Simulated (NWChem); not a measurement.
System: GaN₃H₆; SMILES [NH2][Ga]([NH2])[NH2]

```xyz
10

Ga    -0.0023     0.0001    -0.0022
N     -0.8980     1.5861     0.0240
H     -1.8761     1.6447    -0.2311
H     -0.4257     2.4568    -0.1856
N      1.8210    -0.0153     0.0168
H      2.3261    -0.8499     0.2891
H      2.3399     0.8108     0.2891
N     -0.9244    -1.5708     0.0240
H     -0.4667    -2.4494    -0.1856
H     -1.9033    -1.6130    -0.2311
```
Atoms are numbered in this order, from 1.

The geometry was optimised at PBE0/def2-SVP.

Give the principal values of the shielding tensors (ppm) of Ga1, N2, N5 from KT2/pcSseg-1, GIAO (NWChem), with their diamagnetic and paramagnetic parts as GIAO splits them.


| atom | σ11 | σ22 | σ33 | isotropic | diamagnetic | paramagnetic |
|---|---|---|---|---|---|---|
| Ga1 | 1179.8 | 1400.3 | 1401.2 | 1327.1 | 2646.9 | -1319.8 |
| N2 | 230.4 | 254.2 | 280.4 | 255.0 | 317.3 | -62.3 |
| N5 | 231.2 | 255.1 | 280.7 | 255.7 | 317.1 | -61.5 |
